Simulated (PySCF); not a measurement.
## A survey of ³³S NMR shifts

PySCF 2.14 calculation with NMR shieldings at PBE0/pcSseg-1/GIAO and geometry: GFN2-xTB; relativity neglected, single conformer, equivalent nuclei averaged, no solvent.

Shieldings were converted by a linear fit to measured shifts: ³³S: δ = 158.28 − 0.937σ (rms 33.3 ppm, 20 shifts vs sulfate, solution or neat liquid). A few per cent of atoms miss by over 2 rms, more outside the fitted compound classes.

(1) Give the ³³S shifts of `N#C[Si@@H]1CS[Si@@]1(N)C#N`, `CS[C@@H]1SCC[Si@@H]1C#N`, `C=C[C@@H]1C[P@]1(P)=S`.

(2) Match the shifts 6, -310, -407, -523 ppm to `C=N[Si@@H](S)N([SiH3])[SiH3]`, `O=c1cc1S`, `COC(OC)[C@H](F)S(=O)(=O)Cl`, `PP1(=S)CC=CC1`.

## Answers

(1) 
| compound | environment | δ (ppm) |
| --- | --- | --- |
| N#C[Si@@H]1CS[Si@@]1(N)C#N | sulfur bonded to C, Si, in a 4-membered ring | -290 |
| [CH3:1][S:2][C@@H:3]1[S:4][CH2:5][CH2:6][Si@@H:7]1[C:8]#[N:9] | S4: sulfide sulfur | -252 |
| [CH3:1][S:2][C@@H:3]1[S:4][CH2:5][CH2:6][Si@@H:7]1[C:8]#[N:9] | S2: sulfide sulfur | -324 |
| C=C[C@@H]1C[P@]1(P)=S | sulfur bonded to P | -521 |

(2) 6: COC(OC)[C@H](F)S(=O)(=O)Cl (sulfonyl sulfur); -310: O=c1cc1S (thiol sulfur); -407: PP1(=S)CC=CC1 (sulfur bonded to P); -523: C=N[Si@@H](S)N([SiH3])[SiH3] (sulfur bonded to Si, H).
